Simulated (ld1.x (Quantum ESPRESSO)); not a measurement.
# Bi: excitation energies, all-electron against TM

ld1.x (Quantum ESPRESSO) 7.5 input, shortened:

```
&input
   title='Bi', zed=83., rel=1, dft='PZ', iswitch=3,
   config='[Xe] 4f14 5d10 6s2 6p2'
 /
 &inputp
   pseudotype=2, tm=.true., lloc=0,
   nlcc=.false.
 /
3
6P  2  1   2.00   0.00  2.60  2.60  0.0
5D  3  2  10.00   0.00  1.60  1.60  0.0
6S  1  0   2.00   0.00  1.40  1.40  0.0
 &test
   configts(1)='5d10 6s2 6p2'
 /
```

Energies are relative to the spin-unpolarised reference configuration 5d10 6s2 6p2; without spin polarisation the order of configurations can differ from experiment. Spin-polarised rows fill each open shell by Hund’s rule, majority spin first. The frozen-core shift is the all-electron ΔE with the core orbitals held at their reference shape minus the fully relaxed ΔE.

```json
{"valence configuration": "5d10 6s2 6p3", "charge": "0", "ΔE all-electron (eV)": "-8.154", "error AE − PS (meV)": "+5.2", "frozen-core shift (meV)": "-3.2"}
{"valence configuration": "5d10 6s2 6p1", "charge": "+2", "ΔE all-electron (eV)": "15.565", "error AE − PS (meV)": "-4.8", "frozen-core shift (meV)": "+6.8"}
{"valence configuration": "5d10 6s2 6p0", "charge": "+3", "ΔE all-electron (eV)": "39.280", "error AE − PS (meV)": "-6.7", "frozen-core shift (meV)": "+19"}
{"valence configuration": "5d10 6s1 6p4", "charge": "0", "ΔE all-electron (eV)": "2.023", "error AE − PS (meV)": "-0.7", "frozen-core shift (meV)": "-2.2"}
{"valence configuration": "5d10 6s2 6p2.5", "charge": "+0.5", "ΔE all-electron (eV)": "-4.946", "error AE − PS (meV)": "+2.7", "frozen-core shift (meV)": "-1.9"}
{"valence configuration": "5d9 6s2 6p3", "charge": "+1", "ΔE all-electron (eV)": "25.294", "error AE − PS (meV)": "+29", "frozen-core shift (meV)": "+68"}
{"valence configuration": "5d10 6s2 6p2 (spin-polarised)", "charge": "+1", "ΔE all-electron (eV)": "-0.552", "error AE − PS (meV)": "+12", "frozen-core shift (meV)": "+0.1"}
{"valence configuration": "5d10 6s2 6p3 (spin-polarised)", "charge": "0", "ΔE all-electron (eV)": "-9.178", "error AE − PS (meV)": "+24", "frozen-core shift (meV)": "-3.0"}
```

Question: What are ΔE and the potential's error for 5d10 6s2 6p3.3?

Answer: ΔE = -9.305 eV all-electron; the error (AE − PS) is +6.3 meV.

A variational frozen-core shift is positive and of second order in the change. This column holds negative values, so the frozen-core run of ld1.x carries numerical noise or an error of first order here, and the column gives no more than the rough size of the effect.
